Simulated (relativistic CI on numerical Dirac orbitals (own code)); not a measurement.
# Electric-dipole lines of Gd⁵⁹⁺

Computed by Dirac-Coulomb-Breit CI, KLI orbitals optimised for each configuration, a model potential for QED, unscaled Slater integrals (own radial code, finite nucleus).

Configuration list (outside the closed core 1s2): 2s2 2p, 2s 2p2, 2p3, 2p2 3s, 2p2 3p, 2p2 3d, 2s2 3s, 2s2 3p, 2s2 3d, 2s 2p 3s, 2s 2p 3p, 2s 2p 3d, 2s2 4s, 2s2 4p, 2s2 4d, 2s2 4f. Levels of other configurations are missing.

```csv
λ vac (nm),Lower,Upper,A (s⁻¹),log gf,S velocity/length
0.15292,2s 2p2 4P_5/2 [9],2p2 3p 4D°_7/2 [110],2.55e+14,-0.15,0.99
0.15323,2s 2p2 2D_5/2 [5],2p2 3p 2F°_7/2 [85],2.31e+14,-0.19,0.99
0.15587,2s 2p2 4P_3/2 [4],2s 2p 3d 4P°_1/2 [67],6.68e+14,-0.31,0.99
0.15593,2s 2p2 4P_3/2 [4],2s 2p 3d 4D°_3/2 [65],5.45e+14,-0.10,0.99
0.15597,2s2 2p 2P°_1/2 [1],2s2 3d 2D_3/2 [25],7.72e+14,0.05,1.00
0.15603,2s 2p2 4P_3/2 [4],2s 2p 3d 4D°_5/2 [64],3.39e+14,-0.13,1.00
0.15638,2s 2p2 2D_3/2 [7],2s 2p 3d 2F°_5/2 [75],7.85e+14,0.24,1.00
0.15663,2s 2p2 4P_1/2 [2],2s 2p 3d 4D°_1/2 [36],7.66e+14,-0.25,0.99
0.15666,2s 2p2 2D_5/2 [5],2s 2p 3d 4F°_7/2 [66],8.22e+14,0.38,1.00
0.15676,2s 2p2 4P_1/2 [2],2s 2p 3d 2P°_3/2 [35],9.88e+14,0.16,0.99
0.15677,2s 2p2 2D_5/2 [5],2s 2p 3d 4D°_5/2 [64],3.44e+14,-0.12,0.99
0.15681,2p3 4S°_3/2 [12],2p2 3d 2D_3/2 [114],6.46e+14,-0.02,0.99
0.15704,2p3 2P°_1/2 [14],2p2 3d 2D_3/2 [121],6.86e+14,0.01,0.99
0.15718,2p3 2D°_5/2 [13],2p2 3d 2F_7/2 [116],8.58e+14,0.41,1.00
0.15721,2p3 2D°_5/2 [13],2p2 3d 4D_5/2 [115],4.43e+14,-0.01,0.99
0.15731,2p3 2P°_3/2 [8],2p2 3d 2P_1/2 [95],1.06e+15,-0.10,0.98
0.15749,2p3 2P°_3/2 [8],2p2 3d 2D_3/2 [94],9.04e+14,0.13,0.99
0.15759,2p3 2P°_3/2 [8],2p2 3d 2D_5/2 [93],1.01e+15,0.35,0.99
0.15769,2s 2p2 2D_5/2 [5],2p2 3p 2F°_5/2 [60],2.80e+14,-0.20,0.98
0.15801,2s 2p2 4P_1/2 [2],2p2 3p 2P°_1/2 [29],7.16e+14,-0.27,0.99
0.15836,2s2 2p 2P°_1/2 [1],2s 2p 3p 4D_3/2 [22],2.91e+14,-0.36,0.98
0.15840,2s2 2p 2P°_3/2 [3],2s 2p 3p 2D_5/2 [47],2.33e+14,-0.28,0.99
0.16985,2s 2p2 4P_5/2 [9],2s 2p 3d 2F°_7/2 [79],2.90e+14,0.00,0.99
0.17100,2s2 2p 2P°_3/2 [3],2s2 3d 2D_5/2 [27],8.73e+14,0.36,1.00
0.17118,2s 2p2 4P_3/2 [4],2s 2p 3d 4P°_5/2 [37],7.77e+14,0.31,0.99
0.17120,2s 2p2 4P_5/2 [9],2s 2p 3d 2F°_7/2 [74],1.23e+15,0.64,1.00
0.17141,2s 2p2 4P_5/2 [9],2s 2p 3d 2D°_5/2 [73],6.18e+14,0.21,0.99
0.17147,2s 2p2 2D_5/2 [5],2s 2p 3d 4F°_7/2 [38],8.52e+14,0.48,1.00
0.17156,2p3 2P°_3/2 [15],2p2 3d 2D_5/2 [125],7.57e+14,0.30,1.00
0.17158,2s 2p2 2S_1/2 [10],2s 2p 3d 2P°_3/2 [81],6.01e+14,0.03,0.99
0.17167,2s 2p2 2P_3/2 [11],2s 2p 3d 2D°_5/2 [80],1.21e+15,0.51,1.00
0.17192,2p3 4S°_3/2 [12],2p2 3d 2D_5/2 [100],8.23e+14,0.34,0.99
0.17230,2p3 2D°_5/2 [13],2p2 3d 2F_7/2 [101],1.37e+15,0.69,1.00
0.17230,2p3 2P°_3/2 [15],2p2 3d 2D_3/2 [124],1.25e+15,0.35,0.98
0.17233,2p3 4S°_3/2 [12],2p2 3d 2F_5/2 [99],5.91e+14,0.20,1.00
0.17237,2p3 4S°_3/2 [12],2p2 3d 2P_3/2 [97],5.74e+14,0.01,0.99
0.17240,2p3 2P°_3/2 [15],2p2 3d 2D_5/2 [123],1.03e+15,0.44,1.00
0.17246,2p3 2D°_5/2 [13],2p2 3d 2D_5/2 [100],4.43e+14,0.07,0.98
0.17263,2s 2p2 2P_1/2 [6],2s 2p 3d 2D°_3/2 [40],6.57e+14,0.07,1.00
0.17269,2s 2p2 2D_3/2 [7],2s 2p 3d 2F°_5/2 [39],6.80e+14,0.26,1.00
0.17270,2p3 2P°_3/2 [8],2p2 3d 2D_5/2 [43],8.28e+14,0.35,1.00
0.17332,2p3 2P°_1/2 [14],2p2 3d 2D_3/2 [102],8.00e+14,0.16,0.99
0.49025,2s2 3p 2P°_3/2 [24],2s2 4d 2D_5/2 [130],8.94e+13,0.29,0.99
0.49793,2s2 3d 2D_3/2 [25],2s2 4f 2F°_5/2 [131],1.73e+14,0.59,0.98
0.50786,2s2 3d 2D_5/2 [27],2s2 4f 2F°_7/2 [132],1.79e+14,0.74,0.98
```

Terms are leading LS components. Brackets give the number of a level in order of energy, since labels repeat. The list gives strong lines, with weight on those to low levels. Levels whose partners in the same complex of configurations lie outside the list can be far off, and so can their lines. Rates are taken at the computed energies, electric ones in the length gauge. A velocity-to-length ratio far from 1 marks an uncertain rate.

At this charge energies of transitions that change n are usually good to better than 1 %, and those within a shell (Δn = 0) to a few per cent.

LS names give the leading component of a level, which can be under half, so a name can repeat, a term be missing and a line seem to break the LS rules.
